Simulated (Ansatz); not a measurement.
```xyz
11

C    -0.390   -1.112   -0.986
N     0.641   -0.290   -0.378
Si    0.380    0.754    0.933
O    -0.758    1.877    0.580
Br   -0.460   -0.240    2.739
H    -0.476   -2.099   -0.520
H    -1.357   -0.616   -0.887
H    -0.199   -1.248   -2.054
H     1.570   -0.672   -0.470
H     1.696    1.318    1.302
H    -0.645    2.327   -0.260
```

Total charge 0; spin multiplicity 1.

**Question.** List the PBE0/def2-TZVPP orbital energies in eV (Ansatz). (Best estimate.)

**Answer.** The calculation gave: Occupied: -13149.64, -1803.85, -1704.55, -1535.09, -1535.04, -1535.04, -522.92, -391.34, -279.02, -238.38, -178.72, -178.56, -178.56, -145.98, -100.69, -100.64, -100.62, -72.23, -72.17, -72.17, -72.04, -72.04, -28.44, -24.97, -21.30, -19.05, -15.85, -14.30, -13.43, -12.36, -11.73, -10.98, -10.65, -10.05, -9.25, -8.43, -8.23, -7.31. Lowest empty: 0.58, 1.02, 1.09, 1.75, 2.38, 2.58, 3.08, 3.29.
